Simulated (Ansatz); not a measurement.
One change: `C[Si](O)(O)Cl` becomes `O[Si](O)(Cl)C[SiH2]Cl`.

Ansatz, PBE0-D4/def2-TZVP geometries, multiplicity 1. Each molecule was computed in one conformer, which needn't be the lowest.

```csv
property,`C[Si](O)(O)Cl`
LUMO energy (PBE0/def2-TZVPP) / eV,0.65
size of the dipole moment (B3LYP/def2-TZVPP) / D,0.95
HOMO energy (ωB97M-V/def2-TZVPP) / eV,-11.25
HOMO energy (B3LYP/def2-TZVPP) / eV,-8.70
LUMO energy (PBE/def2-TZVPP) / eV,-0.22
HOMO–LUMO gap (B3LYP/def2-TZVPP) / eV,8.98
```

Give the same properties after the change, and the shifts. (Best estimate.)

Ansatz gave: 
```
                                        property  `O[Si](O)(Cl)C[SiH2]Cl`  shift
              LUMO energy (PBE0/def2-TZVPP) / eV                     0.11  -0.54
size of the dipole moment (B3LYP/def2-TZVPP) / D                     1.18   0.23
           HOMO energy (ωB97M-V/def2-TZVPP) / eV                   -11.19   0.06
             HOMO energy (B3LYP/def2-TZVPP) / eV                    -8.72  -0.02
               LUMO energy (PBE/def2-TZVPP) / eV                    -0.79  -0.57
           HOMO–LUMO gap (B3LYP/def2-TZVPP) / eV                     8.62  -0.36
```

Dipoles are sizes alone; their direction can turn.

Positive LUMOs are unbound, so they and the gaps depend on the basis.

B3LYP here is the variant with VWN-RPA as its local correlation; programs differ in this.
